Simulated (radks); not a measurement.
Coulomb parameter of the 4f shell of the europium ion Eu2+ in the model configuration [Xe] 4f6 5d1, as a second difference U = [E(n + 0.5) + E(n - 0.5) - 2 E(n)] / (0.5)^2 with all orbitals relaxed. "Bare": the charge of the atom changes with n. "Screened": the 5d shell takes up the change at fixed total charge, which measures U(4f,4f) + U(5d,5d) - 2 U(4f,5d). Calculated with a radial shooting solver on a logarithmic mesh with Libxc functionals: scalar-relativistic Kohn-Sham, BLYP, spin-unpolarised, spherical densities, finite nucleus; Fermi nuclear charge, rms radius 5.1115 fm.

| case | configuration | E - E(n) (eV) |
|---|---|---|
| start | [Xe] 4f6 5d1 | 0.000 |
| bare +0.5 | [Xe] 4f6.5 5d1 | -8.929 |
| bare -0.5 | [Xe] 4f5.5 5d1 | 13.088 |
| screened +0.5 | [Xe] 4f6.5 5d0.5 | -2.787 |
| screened -0.5 | [Xe] 4f5.5 5d1.5 | 3.995 |

U(bare) = 16.634 eV, U(screened by 5d) = 4.832 eV, against the Slater integral F0(4f,4f) = 28.617 eV with frozen orbitals.
